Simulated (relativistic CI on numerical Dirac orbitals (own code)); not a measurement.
## V⁵⁺: what numerical and physical settings do to a radial Dirac CI calculation

Reference input:

```
atom V  Z=23  charge=5  electrons=18
nucleus A=51  rms_radius_fm=3.6002
hamiltonian dirac-coulomb  breit=on  qed=on  c_scale=1
orbitals kli  potential=per-configuration
slater_scale 1
correlation none
mixing on
grid step=0.0125 r_max=17.1
scf mixing=0.4 start=green max_iterations=150 tolerance=2e-08 node_fill=0.05
configurations
  [Ne] 3s2 3p6
end
```

Computed lowest total energy -941.95992 Ha, 10 SCF steps. Runs with settings changed; * marks those that are bad on purpose:

```tsv
Changed	Outcome	Lowest level	ΔE (Ha)	First excitation (cm⁻¹)	SCF steps	Message
QED terms off, start potential previous	converged	3p6 1S_0	-0.205		10	
node fill of the KLI weights 0.01	converged	3p6 1S_0	0.000811		10	
start potential previous, end of the grid at 11.97 bohr	converged	3p6 1S_0	-3.17e-11		10	
SCF mixing 0.7, grid step 0.008	converged	3p6 1S_0	-3.09e-05		9	
end of the grid at 4.28 bohr *	not converged				10	orbital 3s not found
node fill of the KLI weights 50 *	converged	3p6 1S_0	0.329		11
```
